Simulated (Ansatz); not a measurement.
Ansatz (a first-principles code) input (wB97X-V/def2-TZVPD):

Ansatz 0.2 input:
```yaml
crystal:
  periodic: [false, false, false]
  atoms:
    - {symbol: Si, position_ang: [0.58987530, 0.00140122, -0.71858300]}
    - {symbol: C, position_ang: [2.14729039, -0.99298703, -0.61847022]}
    - {symbol: Cl, position_ang: [0.80056612, 1.72476569, 0.41938055]}
    - {symbol: O, position_ang: [-0.66052945, -0.86075454, -0.13350521]}
    - {symbol: Si, position_ang: [-2.10934293, -0.78670260, 0.64204329]}
    - {symbol: H, position_ang: [0.28162136, 0.44689716, -2.09041607]}
    - {symbol: H, position_ang: [2.04552148, -1.91181596, -1.20022797]}
    - {symbol: H, position_ang: [2.99225482, -0.42588758, -1.01267473]}
    - {symbol: H, position_ang: [2.36540803, -1.26185461, 0.41633289]}
    - {symbol: H, position_ang: [-2.99682815, 0.19204162, -0.02598292]}
    - {symbol: H, position_ang: [-1.90901655, -0.38909853, 2.05226368]}
    - {symbol: H, position_ang: [-2.71554494, -2.13312071, 0.58165484]}
basis:
  gaussian:
    orbitals: def2-TZVPD
hamiltonian:
  xc: {name: wB97X-V}
magnetization: {spin_polarized: true, initial_magnetization: 2}
```

Output:

```
Functional definition: wB97X-V
integrals: 0.39 GiB planned
1572 factors; their error is unknown
integrals: 0.43 GiB planned
543 factors; integrals over basis functions are off by at most 3.5e-5 eV
0.45 GiB of the device are held for the grids
2.30 GiB of device memory are held for the factors and their scratch space
mean field: 2.84 GiB planned
mean field evaluation 1: about -31461.3886 eV, gradient 4.3e1 eV
mean field evaluation 2: about -31451.1914 eV, gradient 6.8e1 eV
mean field evaluation 4: about -31469.0843 eV, gradient 4.0e0 eV
mean field evaluation 8: about -31469.3951 eV, gradient 7.8e-1 eV
mean field evaluation 16: about -31469.6782 eV, gradient 2.7e-1 eV
mean field evaluation 32: about -31469.6039 eV, gradient 3.4e-1 eV
mean field -31469.68144197 eV, -1156.4894620761 hartree, gradient 7.3e-6 eV, S^2 2.010912; 6 other end points of the search recorded, 0 dependent functions left out
reference -31469.68144327 eV, -1156.4894621241 hartree; 34, 32 occupied and 238, 240 virtual orbitals, 1572 factors
Total energy: -31469.68144327 eV, -1156.4894621241 hartree
```

This state (charge 0, triplet) is run at the relaxed geometry of the species with charge 0 and multiplicity 1, and is a spin state other than that species' own.
